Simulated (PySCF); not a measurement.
**Ionisation energy of Ar²⁺ by level of theory**

Ar²⁺ [Ne] 3s2 3p4 (3P) → Ar³⁺ [Ne] 3s2 3p3 (4S), as a difference of total energies. Calculation: PySCF 2.14, in ANO-RCC-VTZP (5s4p2d1f, 34 functions); scalar relativity by spin-free X2C-1e. Correlated levels: valence: [Ne] frozen. The calculations carry no spin-orbit coupling.

Task: Order these methods by the ionisation energy they give, lowest first.
A. MP2 (valence)
B. CCSD(T) (valence)
C. SCS-MP2 (valence)
D. CCSD (valence)

Result: A (40.190 eV), C (40.275 eV), D (40.313 eV), B (40.340 eV).

A first-order spin-orbit estimate (lowest level to lowest level, LS coupling) adds 0.062 eV.

Errors of the correlated levels include the incompleteness of this basis and the frozen core.

For comparison: 40.735 ± 0.012 eV (semi-empirical (NIST evaluation); NIST Atomic Spectra Database, ionization energies).
